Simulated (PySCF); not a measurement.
## Interval between two levels of I(3+) by level of theory

I(3+) [Kr] 4d10 5s2 5p2 [3P2, M_J = 2] → I(3+) [Kr] 4d10 5s1 5p2 6s1 [5P3, M_J = 3], as a difference of total energies. Calculation: PySCF 2.14, in x2c-SVPall-2c with one added diffuse shell each of s, p type (7s9p4d, 54 functions); the two-component X2C-1e Hamiltonian. Correlated levels: [Ar] 3d10 frozen; the 6 highest virtual spinors dropped. "Screened" scales the spin-orbit matrix elements by Boettger's factors to mimic the two-electron term; Breit and QED terms are absent.

| method | interval between two levels (cm⁻¹) |
| --- | --- |
| GHF (spin-free) | 211290 |
| GMP2 (spin-free) | 216850 |
| GHF (screened spin-orbit) | 213590 |
| GMP2 (screened spin-orbit) | 218780 |

The labels give the starting determinants; with spin-orbit coupling the two ends relaxed to ⟨J²⟩ = 6.01, ⟨L²⟩ = 2.90, ⟨S²⟩ = 1.59 and ⟨J²⟩ = 12.01, ⟨L²⟩ = 2.14, ⟨S²⟩ = 5.91.
